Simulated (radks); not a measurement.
Results of a calculation; reference values are marked as such.
Q: Coherent X-ray form factor from a spherical all-electron density. Code: a radial shooting solver on a logarithmic mesh with Libxc functionals. Model: scalar-relativistic Kohn-Sham, SCAN, spin-polarised, spherical densities, finite nucleus; meta-GGA in the generalised Kohn-Sham scheme; Fermi nuclear charge, rms radius of each element as measured or else 0.836 A^(1/3) + 0.57 fm.

| sin(theta)/lambda (1/angstrom) | f0 (electrons) |
|---|---|
| 0.05 | 78.206 |
| 0.1 | 75.983 |
| 0.15 | 72.737 |
| 0.2 | 68.934 |
| 0.25 | 64.964 |
| 0.3 | 61.087 |
| 0.4 | 54.077 |
| 0.5 | 48.227 |
| 0.6 | 43.378 |
| 0.8 | 35.702 |
| 1 | 29.653 |
| 1.25 | 23.756 |
| 1.5 | 19.603 |
| 2 | 15.055 |

The species is in the configuration that NIST lists as its ground one. Which atom or ion scatters so?

A: The thallium ion Tl2+, [Xe] 4f14 5d10 6s1. Extrapolating in s^2 from the first two rows gives f0(0) = 78.9, near the electron count 79; among species with that count, the fall with angle is slower the higher Z, and the table is that of Z = 81; from so few rows the species is fixed only to a neighbour or two.
